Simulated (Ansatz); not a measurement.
`BN([SiH3])C=C` + `B1N[SiH2]1` → `BN1B[SiH2]1` + `C=CN[SiH3]` at 500 K and 1 bar (ligand exchange at a B–N bond).

Computed with Ansatz on PBE0-D4/def2-TZVP structures; ΔE is electronic, products minus reactants. CBS: MP2 limit from def2 TZ/QZ plus the TZ coupled-cluster correction, frozen cores. This one scheme is used for every species. Each species was taken in one conformer, which may not be the lowest.

```tsv
species	CCSD(T)/CBS energy (Eh)	H − E (kJ/mol)	S (J/(mol·K))
`BN([SiH3])C=C`	-449.51164	303.2	404.4
`B1N[SiH2]1`	-370.97252	146.7	308.1
`BN1B[SiH2]1`	-396.37777	185.5	360.7
`C=CN[SiH3]`	-424.08767	263.2	381.7
```

H − E and S are ideal-gas, rigid-rotor, harmonic terms from PBE0-D4/def2-TZVP, for one conformer and one mirror image of each species. 1 Eh = 2625.50 kJ/mol, R = 8.31446 J/(mol·K).

Question: By hand: ΔE, ΔH, ΔS and ΔG.

Answer: ΔE = (-396.37777) + (-424.08767) − (-449.51164) − (-370.97252) = 0.01872 Eh = 49.1 kJ/mol. Δ(H − E) = 185.5 + 263.2 − 303.2 − 146.7 = -1.2, so ΔH = 47.9 kJ/mol. ΔS = 360.7 + 381.7 − 404.4 − 308.1 = 29.9 J/(mol·K). ΔG = 47.9 − 500 × (29.9)/1000 = 33.0 kJ/mol.

Question: By hand: the equilibrium constant, and the temperature at which ΔG would vanish if ΔH and ΔS stayed fixed.

Answer: log₁₀ K = −ΔG/(RT ln 10) = -3.4. ΔG = 0 at ΔH/ΔS = 1602 K.

ΔH outweighs TΔS. A doubt of 5 kJ/mol in ΔE shifts log₁₀ K by 0.5 here. Other conformers and mirror images would add mixing entropy, several J/(mol·K) or more a flexible species. These are equilibria of isolated gas molecules and say nothing of rates. Largest T1 diagnostic: 0.014 (customary marks: 0.02 for closed shells, 0.045 for open ones).
